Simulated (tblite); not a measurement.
A geometry optimisation, step by step.

Species: C₂H₆Cl₂Si₂ (charge +1 and doublet state).
Bonds: Si1–C2, C2–C3, C3–Cl4, C3–Si5, Si5–Cl6. Hydrogens: H7, H8, H9 on Si1; H10 on C2; H11, H12 on Si5.

Computed with GFN2-xTB (tblite), gas phase: L-BFGS steps from a force-field or distance-geometry start until the largest atomic force falls under 0.01 eV/Å. 14 of its 148 geometries are shown.

Step 0: E = -527.1451 eV, largest atomic force 5.132 eV/Å
```
atom  x, y, z in Å  |  force x, y, z in eV/Å
Si1     1.879    0.322    0.646    1.119   0.961   0.728
C2      0.669   -0.709   -0.285   -2.205   0.957  -2.040
C3     -0.335   -0.159   -1.192    1.638  -4.475   1.904
Cl4    -0.982   -1.538   -2.134    0.410   1.131  -0.287
Si5    -1.844    0.475   -0.233   -1.484   1.139   1.116
Cl6    -1.680   -0.068    1.781   -0.104   0.268  -1.245
H7      3.107   -0.468    0.783    0.008  -0.139  -0.015
H8      1.313    0.482    2.011    0.000  -0.078  -0.170
H9      2.160    1.605   -0.006   -0.196  -0.120   0.003
H10     0.708   -1.800   -0.137    0.086   0.594  -0.359
H11    -3.067   -0.075   -0.856    0.407  -0.077   0.224
H12    -1.925    1.934   -0.405    0.322  -0.159   0.141
```

Step 11: E = -528.5443 eV, largest atomic force 0.631 eV/Å
```
atom  x, y, z in Å  |  force x, y, z in eV/Å
Si1     1.918    0.359    0.691   -0.148  -0.069  -0.020
C2      0.625   -0.768   -0.285    0.516   0.107   0.347
C3     -0.496   -0.568   -0.954    0.382   0.130   0.307
Cl4    -1.002   -1.375   -2.327   -0.240  -0.178  -0.355
Si5    -1.983    0.561   -0.157   -0.035  -0.097  -0.015
Cl6    -1.800    0.024    1.740   -0.176   0.141   0.141
H7      3.122   -0.479    0.751   -0.134   0.114  -0.047
H8      1.285    0.495    2.005   -0.047   0.001  -0.018
H9      2.110    1.615   -0.029   -0.110  -0.099  -0.027
H10     1.070   -1.755   -0.188   -0.095  -0.033  -0.336
H11    -3.092   -0.092   -0.851   -0.011   0.197   0.071
H12    -1.756    1.982   -0.422    0.098  -0.214  -0.049
```

Step 23: E = -528.7189 eV, largest atomic force 0.251 eV/Å
```
atom  x, y, z in Å  |  force x, y, z in eV/Å
Si1     1.857    0.337    0.729    0.101   0.101   0.079
C2      0.726   -0.847   -0.302   -0.127   0.053   0.078
C3     -0.456   -0.639   -0.844   -0.014  -0.133  -0.212
Cl4    -1.027   -1.304   -2.304   -0.069  -0.023   0.077
Si5    -1.954    0.499   -0.090    0.098  -0.041   0.033
Cl6    -2.021    0.193    1.855    0.051  -0.021   0.080
H7      3.125   -0.390    0.762   -0.046   0.062   0.085
H8      1.198    0.520    2.030    0.003  -0.086  -0.129
H9      1.933    1.566   -0.061   -0.048  -0.023   0.047
H10     1.249   -1.778   -0.490    0.008   0.018  -0.052
H11    -3.125    0.031   -0.800   -0.105  -0.083  -0.053
H12    -1.502    1.812   -0.510    0.149   0.178  -0.035
```

Step 34: E = -528.7650 eV, largest atomic force 0.251 eV/Å
```
atom  x, y, z in Å  |  force x, y, z in eV/Å
Si1     1.804    0.350    0.732   -0.025  -0.002   0.018
C2      0.734   -0.838   -0.376   -0.024   0.011  -0.034
C3     -0.464   -0.682   -0.887   -0.017  -0.216  -0.126
Cl4    -1.164   -1.421   -2.259    0.122   0.033   0.172
Si5    -1.884    0.512   -0.092   -0.026   0.068   0.010
Cl6    -1.965    0.239    1.859    0.050  -0.030   0.086
H7      3.107   -0.286    0.882    0.002  -0.006  -0.051
H8      1.093    0.414    2.014   -0.045  -0.004  -0.077
H9      1.829    1.593   -0.039   -0.012  -0.007   0.065
H10     1.303   -1.732   -0.610    0.009   0.040   0.008
H11    -3.105    0.069   -0.745   -0.005   0.068  -0.052
H12    -1.286    1.780   -0.503   -0.030   0.046  -0.019
```

Step 45: E = -528.7853 eV, largest atomic force 0.083 eV/Å
```
atom  x, y, z in Å  |  force x, y, z in eV/Å
Si1     1.770    0.353    0.731    0.001  -0.030  -0.043
C2      0.745   -0.836   -0.413    0.028  -0.026  -0.012
C3     -0.469   -0.730   -0.894    0.045  -0.004   0.070
Cl4    -1.196   -1.533   -2.196   -0.027  -0.007   0.012
Si5    -1.848    0.533   -0.085    0.007   0.027  -0.035
Cl6    -1.888    0.231    1.867   -0.035  -0.024  -0.011
H7      3.087   -0.252    0.881    0.004  -0.003  -0.013
H8      0.996    0.355    1.975    0.019  -0.006   0.017
H9      1.781    1.627    0.018   -0.012   0.034   0.011
H10     1.346   -1.707   -0.654   -0.026   0.041   0.012
H11    -3.083    0.162   -0.755   -0.019   0.002  -0.016
H12    -1.239    1.796   -0.500    0.014  -0.005   0.007
```

Step 57: E = -528.7966 eV, largest atomic force 0.126 eV/Å
```
atom  x, y, z in Å  |  force x, y, z in eV/Å
Si1     1.772    0.368    0.719    0.087   0.012   0.018
C2      0.765   -0.819   -0.435   -0.013  -0.091  -0.022
C3     -0.465   -0.755   -0.869    0.001   0.054   0.091
Cl4    -1.279   -1.660   -2.041   -0.026  -0.070  -0.089
Si5    -1.838    0.564   -0.116    0.014   0.013  -0.017
Cl6    -1.945    0.154    1.814   -0.022   0.013  -0.009
H7      3.109   -0.218    0.816   -0.088   0.086  -0.027
H8      1.021    0.278    1.975    0.036   0.000   0.015
H9      1.718    1.695    0.102    0.006  -0.086   0.003
H10     1.371   -1.689   -0.675   -0.023   0.086   0.007
H11    -3.071    0.273   -0.832    0.044   0.035  -0.007
H12    -1.157    1.809   -0.482   -0.015  -0.052   0.036
```

Step 68: E = -528.8165 eV, largest atomic force 0.098 eV/Å
```
atom  x, y, z in Å  |  force x, y, z in eV/Å
Si1     1.764    0.371    0.725   -0.008  -0.019   0.040
C2      0.753   -0.807   -0.438    0.054   0.034   0.025
C3     -0.496   -0.823   -0.795   -0.020  -0.003   0.038
Cl4    -1.408   -1.917   -1.710   -0.065  -0.017  -0.044
Si5    -1.821    0.601   -0.176    0.019   0.048   0.024
Cl6    -2.177    0.038    1.683   -0.009   0.005   0.015
H7      3.158   -0.041    0.625    0.019  -0.018  -0.007
H8      1.184    0.120    2.044    0.000   0.028   0.002
H9      1.551    1.727    0.212   -0.059  -0.017  -0.040
H10     1.415   -1.592   -0.778    0.065  -0.056  -0.047
H11    -2.978    0.566   -1.054    0.026  -0.050  -0.048
H12    -0.942    1.754   -0.362   -0.022   0.064   0.043
```

Step 79: E = -528.8308 eV, largest atomic force 0.045 eV/Å
```
atom  x, y, z in Å  |  force x, y, z in eV/Å
Si1     1.765    0.352    0.732   -0.014   0.011   0.005
C2      0.764   -0.830   -0.435   -0.023   0.001  -0.007
C3     -0.495   -0.834   -0.763    0.007  -0.005   0.015
Cl4    -1.444   -1.951   -1.617    0.002  -0.001   0.009
Si5    -1.800    0.623   -0.182    0.031   0.033   0.002
Cl6    -2.253    0.028    1.647   -0.017  -0.008   0.003
H7      3.167   -0.011    0.572    0.007   0.005   0.010
H8      1.242    0.129    2.078   -0.003  -0.006  -0.014
H9      1.435    1.676    0.189    0.031   0.008  -0.003
H10     1.438   -1.576   -0.839   -0.006  -0.006  -0.021
H11    -2.886    0.596   -1.149    0.005  -0.015  -0.008
H12    -0.932    1.798   -0.259   -0.020  -0.016   0.007
```

Step 90: E = -528.8331 eV, largest atomic force 0.054 eV/Å
```
atom  x, y, z in Å  |  force x, y, z in eV/Å
Si1     1.770    0.352    0.726    0.010   0.000  -0.006
C2      0.766   -0.829   -0.439   -0.036   0.030  -0.027
C3     -0.502   -0.842   -0.742    0.018   0.009   0.019
Cl4    -1.460   -1.983   -1.550    0.002   0.001   0.010
Si5    -1.797    0.629   -0.180    0.013  -0.018   0.037
Cl6    -2.315    0.011    1.625   -0.002   0.009  -0.025
H7      3.176    0.009    0.557   -0.001  -0.023   0.011
H8      1.251    0.112    2.069   -0.003   0.006  -0.011
H9      1.450    1.684    0.194    0.002  -0.007  -0.005
H10     1.432   -1.562   -0.879    0.025   0.003   0.006
H11    -2.839    0.611   -1.191   -0.039  -0.008  -0.027
H12    -0.932    1.807   -0.216    0.011  -0.004   0.017
```

Step 102: E = -528.8371 eV, largest atomic force 0.039 eV/Å
```
atom  x, y, z in Å  |  force x, y, z in eV/Å
Si1     1.796    0.360    0.703   -0.003  -0.011  -0.001
C2      0.775   -0.799   -0.469    0.010   0.000   0.007
C3     -0.507   -0.848   -0.703   -0.003   0.006   0.003
Cl4    -1.464   -2.042   -1.432   -0.024   0.006  -0.001
Si5    -1.811    0.621   -0.163    0.004  -0.012   0.013
Cl6    -2.476    0.001    1.591    0.013  -0.029  -0.011
H7      3.190   -0.045    0.573    0.002   0.004  -0.005
H8      1.244    0.136    2.036   -0.018   0.033   0.010
H9      1.520    1.691    0.147    0.014  -0.005   0.001
H10     1.446   -1.494   -0.960   -0.004   0.002  -0.004
H11    -2.775    0.628   -1.251   -0.016   0.000  -0.015
H12    -0.937    1.789   -0.098    0.024   0.005   0.001
```

Step 113: E = -528.8457 eV, largest atomic force 0.059 eV/Å
```
atom  x, y, z in Å  |  force x, y, z in eV/Å
Si1     1.782    0.372    0.691    0.022   0.017  -0.016
C2      0.781   -0.766   -0.520    0.011   0.001   0.017
C3     -0.508   -0.851   -0.715    0.016   0.012   0.023
Cl4    -1.449   -2.062   -1.429   -0.031   0.005  -0.012
Si5    -1.804    0.595   -0.111   -0.007  -0.021   0.014
Cl6    -2.471   -0.093    1.617    0.005  -0.037   0.030
H7      3.114   -0.221    0.737   -0.025   0.017   0.051
H8      1.051    0.380    1.958    0.022  -0.029  -0.031
H9      1.756    1.675    0.016   -0.010  -0.017  -0.036
H10     1.460   -1.399   -1.080    0.007   0.000   0.010
H11    -2.779    0.610   -1.189   -0.005   0.039  -0.034
H12    -0.929    1.758    0.000   -0.004   0.012  -0.015
```

Step 124: E = -528.8524 eV, largest atomic force 0.031 eV/Å
```
atom  x, y, z in Å  |  force x, y, z in eV/Å
Si1     1.777    0.391    0.675   -0.016   0.006   0.012
C2      0.784   -0.753   -0.537    0.003  -0.025   0.000
C3     -0.503   -0.838   -0.734    0.024  -0.001   0.008
Cl4    -1.455   -2.025   -1.476    0.003  -0.011  -0.015
Si5    -1.811    0.574   -0.076    0.006   0.015  -0.018
Cl6    -2.396   -0.194    1.650   -0.009   0.000  -0.005
H7      3.039   -0.300    0.902    0.026   0.017  -0.003
H8      0.959    0.516    1.881    0.000   0.009  -0.027
H9      1.897    1.633   -0.097    0.001  -0.024   0.005
H10     1.473   -1.375   -1.097   -0.024   0.009   0.008
H11    -2.803    0.615   -1.140   -0.008   0.012   0.017
H12    -0.959    1.757    0.024   -0.006  -0.005   0.017
```

Step 136: E = -528.8541 eV, largest atomic force 0.041 eV/Å
```
atom  x, y, z in Å  |  force x, y, z in eV/Å
Si1     1.787    0.391    0.667   -0.025   0.032  -0.006
C2      0.781   -0.758   -0.527    0.011  -0.003   0.000
C3     -0.505   -0.836   -0.731    0.012  -0.008  -0.001
Cl4    -1.450   -2.017   -1.493   -0.009   0.006  -0.003
Si5    -1.816    0.571   -0.065    0.001  -0.015  -0.001
Cl6    -2.433   -0.236    1.631    0.001   0.003   0.006
H7      3.045   -0.295    0.930    0.018  -0.012  -0.002
H8      0.953    0.570    1.854   -0.006  -0.002   0.011
H9      1.933    1.602   -0.146    0.005   0.007  -0.001
H10     1.468   -1.380   -1.089   -0.006  -0.017  -0.003
H11    -2.802    0.641   -1.131   -0.002   0.007  -0.010
H12    -0.960    1.747    0.073    0.001   0.002   0.010
```

Step 147: E = -528.8552 eV, largest atomic force 0.010 eV/Å
```
atom  x, y, z in Å  |  force x, y, z in eV/Å
Si1     1.789    0.401    0.654    0.000   0.002   0.002
C2      0.781   -0.779   -0.508    0.000   0.004   0.000
C3     -0.503   -0.845   -0.721   -0.004   0.002  -0.003
Cl4    -1.466   -2.011   -1.485   -0.001   0.001   0.000
Si5    -1.811    0.575   -0.067   -0.002  -0.009  -0.003
Cl6    -2.496   -0.245    1.596   -0.001   0.000   0.002
H7      3.079   -0.242    0.866    0.003  -0.001   0.002
H8      0.990    0.540    1.871    0.001   0.001   0.001
H9      1.868    1.624   -0.152    0.000   0.001   0.001
H10     1.463   -1.432   -1.040   -0.001  -0.004  -0.002
H11    -2.758    0.688   -1.166    0.003   0.000   0.001
H12    -0.934    1.727    0.125    0.003   0.003  -0.001
```

Question: Summarise the path.

Answer: The energy falls by 165.00 kJ/mol from step 0 to step 147; nine tenths of that is first reached at step 19. It rises by more than 0.2 meV at step 118. The largest force goes from 5.132 to 0.010 eV/Å. Among the bonds C2–C3 changes most, from 1.461 to 1.303 Å; the atoms move by 0.727 Å rms after alignment.

What follows is the cost of the whole relaxation. Time: 1.0 s. Hardware: one thread of an Arm Neoverse V2, no GPU, shared host with 32 logical CPUs at a one-minute load of 12.
